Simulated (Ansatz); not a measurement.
Species: trifluorosilane, sum formula SiHF$_{3}$, net charge 0, singlet state. 
Geometry from a B3LYP-D3(BJ)/def2-TZVP (Ansatz, a first-principles code) optimisation:
```
Si
F 1 1.5787
F 1 1.5787 2 108.26
F 1 1.5787 2 108.26 3 -117.16
H 1 1.4565 2 110.65 3 121.42
```

Property: atomisation energy (electronic, to ground-state atoms), in eV. Valence correlation only, unless marked. UHF or UKS for open shells. No spin-orbit coupling. No relativistic terms. The coupled-cluster limit lacks core correlation, which all-electron functionals hold. CBS marks a two-point X^-3 extrapolation of the correlation energy; Hartree-Fock from the larger set (for Q and 5 zeta extrapolated as (X+1)exp(-9√X)).

```csv
level,program,atomisation energy (eV)
PBE0-D3(BJ)/def2-TZVP,Ansatz + dftd3,(withheld)
HSE06-D3(BJ)/def2-TZVPD,Ansatz + dftd3,(withheld)
"CCSD(T)/CBS(cc-pV(Q+d)Z,cc-pV(5+d)Z)",Ansatz,22.31
```

Question: What belongs in the gaps?

Answer: 
- PBE0-D3(BJ)/def2-TZVP, atomisation energy (eV): 21.49
- HSE06-D3(BJ)/def2-TZVPD, atomisation energy (eV): 21.47
